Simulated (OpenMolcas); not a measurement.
## Si III: effect of the active space

```yaml
Program: OpenMolcas 26.06
Method: MS-CASPT2 or its RAS form, IPEA 0.25 Eh, imaginary shift 0.1 Eh
Basis: ANO-RCC-VQZP
Scalar_Hamiltonian: DKH2, point nucleus
Spin-orbit_coupling: state interaction with AMFI integrals over the reference wave functions, term energies averaged over their components
```

A. 2 electrons in 4 orbitals (3s 3p); 2S+1 = 3 even, 3 roots; 2S+1 = 1 even, 7 roots; 2S+1 = 3 odd, 3 roots; 2S+1 = 1 odd, 3 roots; closed shells correlated: 2s 2p; CASPT2 step of the order of 1.9 core-seconds
B. 2 electrons in 8 orbitals (3s 3p 4s 4p); 2S+1 = 3 even, 3 roots; 2S+1 = 1 even, 7 roots; 2S+1 = 3 odd, 3 roots; 2S+1 = 1 odd, 3 roots; closed shells correlated: 2s 2p; CASPT2 step roughly 6 core-seconds
C. 2 electrons in 9 orbitals (RAS2 3s 3p; RAS3 3d, at most 2 electrons); 2S+1 = 3 even, 3 roots; 2S+1 = 1 even, 7 roots; 2S+1 = 3 odd, 3 roots; 2S+1 = 1 odd, 3 roots; closed shells correlated: 2s 2p; CASPT2 step about 9 core-seconds

Energies in cm⁻¹ above 3s² ¹S₀, the measured ground level; measured values from NIST levels in Kelleher and Podobedova, J. Phys. Chem. Ref. Data 37, 1285 (2008).

```
     Level      A      B      C  Measured
   3s² ¹S₀    0.0    0.0    0.0       0.0
3s 3p ³P°₀  52170  52150  51980     52725
3s 3p ³P°₁  52280  52260  52090     52853
3s 3p ³P°₂  52500  52480  52300     53115
3s 3p ¹P°₁  84730  84300  83090     82884
```

Deviations, from unrounded energies. A percentage is the sum of absolute deviations over the sum of measured energies, with the sign that they share, or ± where signs differ.

```tsv
Against measurement	Levels	A	B	C
mean absolute deviation (cm-1)	4	900	810	630
other configurations (%)	4	±1.5	±1.3	±1.0
```

C lies closest to measurement on these levels and A furthest from it. The largest miss of C in the table is 3s 3p ³P°₂, by -810 cm-1. The ranking rests on the paired levels alone, and a cruder setting can come out closer through cancelling errors.

Among A to C the level of the table that moves most is 3s 3p ¹P°₁, by 1600 cm-1 (lowest in C, highest in A). Moves below CASPT2's spread within the term are not significant.

Over all roots computed the reference weight is 0.92 to 0.99 in A, 0.90 to 0.99 in B; the roots of lowest weight are the least certain, and an intruder state may touch them. The run also gave levels led by 3s 4s, which use shells meant for correlation; these and all levels above them are left out (holds for B). Active for correlation alone: 3d; no level in the range computed is led by a configuration that fills it, so any true level of that kind is missing (holds for C). Measured partners are found by configuration, term and J. A level has none where our copy of the source lacks it or the pairing is in doubt (some pairs that miss far off the trend of their configuration count as doubtful), and it then counts in no deviation. Levels of configurations outside the active space are missing. Levels that lie high or do not pair safely by name in every column are left out.

° marks odd parity.
